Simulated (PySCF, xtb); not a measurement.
C₃H₆Cl₂, SMILES CC(Cl)(C)Cl.

xtb 6.7.1 with GFN2-xTB at its own geometry gives an orbital gap of 6.25 eV and a dipole moment of 2.44 D.

Coordinates come from a PBE0-D3(BJ)/def2-SVP optimisation.

Q: What does ωB97X/def2-TZVP (PySCF) give? (The exact figures need the calculation; the answer reports its results.)

A: gap 13.26 eV (levels -10.90 and 2.36 eV), dipole 2.30 D.
